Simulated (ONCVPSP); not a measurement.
# calcium (Ca): variants of one ONCV potential

Base potential:

```json
{
 "Element": "calcium (Ca)",
 "Generator": "ONCVPSP 4.0.1",
 "Type": "optimised norm-conserving Vanderbilt (ONCV)",
 "Functional": "LDA (Perdew-Wang 92)",
 "Relativity": "scalar-relativistic",
 "Frozen core": "[Ne]",
 "Valence charge": "10",
 "Reference configuration": "3s2 3p6 4s2",
 "Partial waves": "3s+4s: rc 2.00 bohr, ncon 4, nbas 8, qcut 6.2 1/bohr, 2 projectors; 3p: rc 2.00 bohr, ncon 4, nbas 7, qcut 5.5 1/bohr, 2 projectors, debl 3.4 Ha; d scattering state at 0.38 Ha: rc 1.80 bohr, ncon 4, nbas 9, qcut 4.7 1/bohr, 2 projectors, debl 1.2 Ha",
 "Local potential": "polynomial inside 1.70 bohr (lpopt 5, dvloc0 -1 Ha)",
 "Core correction": "polynomial model core, fcfact 0.35"
}
```

In the d channel the program set the typed energies aside and used -0.078, 1.122 Ha.

Cutoffs, loose and tight: the cutoffs (Ha) at which the residual kinetic energy of the hardest occupied pseudo-wave falls to 1 and 0.1 mHa per electron. They do not see the model core or the augmentation charge, which bear on the density cutoff. Test errors are all-electron minus pseudo excitation energies from the reference, over the configurations 3s2 3p6 4s1; 3s2 3p6 4s0; 3s2 3p6 4s1.5; 3s2 3p6 4s0 4p1. A dash means not determined; rows that change the core or the reference have their own tests.

For the base: The cutoffs count occupied waves only; projector 1 of the d channel, the hardest unoccupied one, needs 88 Ha at the loose tolerance.

```tsv
change	outcome	cutoff, loose	cutoff, tight	bound ghosts	GHOST(+) flags above zero	largest test error (meV)
base	generated, projector energies reset by the program	13 Ha	15 Ha	none	none	-3.5
s: qcut 4.2; p: qcut 3.7; d: qcut 3.2	generated, projector energies reset by the program	33 Ha	39 Ha	none	none	-24
s: qcut 5.8; p: qcut 5.2; d: qcut 4.4	generated, projector energies reset by the program	12 Ha	21 Ha	none	none	-6.6
s: qcut 6.5; p: qcut 5.7; d: qcut 4.9	generated, projector energies reset by the program	13 Ha	15 Ha	none	none	-2.9
s: qcut 7.3; p: qcut 6.4; d: qcut 5.5	generated, projector energies reset by the program	14 Ha	17 Ha	none	none	-2.3
s: qcut 8.4; p: qcut 7.4; d: qcut 6.3	generated, projector energies reset by the program	17 Ha	22 Ha	none	none	-1.6
s: qcut 8.8; p: qcut 7.8; d: qcut 6.7	generated, projector energies reset by the program	19 Ha	24 Ha	none	none	-1.3
```

What comes out with this change to the base: s: qcut 5.1; p: qcut 4.5; d: qcut 3.9?

outcome: generated, projector energies reset by the program; cutoff, loose: 18 Ha; cutoff, tight: 35 Ha; bound ghosts: none; GHOST(+) flags above zero: none; largest test error (meV): -10.0.

What comes out with this change to the base: s: qcut 7.6; p: qcut 6.7; d: qcut 5.7?

outcome: generated, projector energies reset by the program; cutoff, loose: 14 Ha; cutoff, tight: 18 Ha; bound ghosts: none; GHOST(+) flags above zero: none; largest test error (meV): -2.1.

What comes out with this change to the base: s: qcut 4.6; p: qcut 4.1; d: qcut 3.5?

outcome: generated, projector energies reset by the program; cutoff, loose: 30 Ha; cutoff, tight: 37 Ha; bound ghosts: none; GHOST(+) flags above zero: none; largest test error (meV): -16.
